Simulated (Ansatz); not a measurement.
Abstraction of Cl: SnH2Cl2 + CH2Br → SnH2Cl + CH2BrCl

Species: SnH2Cl2 `[Cl][SnH2][Cl]`, singlet; CH2Br `[CH2]Br`, doublet; SnH2Cl `[Cl][SnH2]`, doublet; CH2BrCl `ClCBr`, singlet. A radical takes Cl: the energy is the difference in strength between the Sn–Cl bond broken and the C–Cl bond made.

Shapes, held fixed at every level: PBE0-D4/def2-TZVP. Programs: Ansatz 0.2.0. The zero-point and thermal change to 298 K, harmonic and unscaled (PBE0-D4/def2-TZVP), is +6.7 kJ/mol.

```
               level                   kind  ΔH(298 K) (kJ/mol)  less CCSD(T)/def2-TZVPP
        MP2/def2-SVP    perturbation theory               +49.6                     -3.2
r2SCAN-D4/def2-TZVPP               meta-GGA               +57.7                     +4.9
 BHLYP-D4/def2-TZVPP          global hybrid               +62.8                    +10.0
   B2PLYP/def2-TZVPP          double hybrid               +51.0                     -1.8
    CCSD(T)/def2-SVP  coupled cluster or CI               +54.0                     +1.2
       CCSD/def2-SVP  coupled cluster or CI               +58.2                     +5.4
     CCSD/def2-TZVPP  coupled cluster or CI               +56.7                     +3.9
  CCSD(T)/def2-TZVPP  coupled cluster or CI               +52.8                      0.0
```

The highest level, CCSD(T)/def2-TZVPP, gives ΔH(298 K) = +52.8 kJ/mol; the levels span +49.6 to +62.8. The column of differences is taken from that level and isn't an error. No measured value is set beside it here. Open shells run unrestricted. For atoms past krypton def2 sets carry core potentials with scalar relativity. Relativity is left out for Br. Outer-core shells of Br, Sn are correlated, in sets that cover them unevenly.
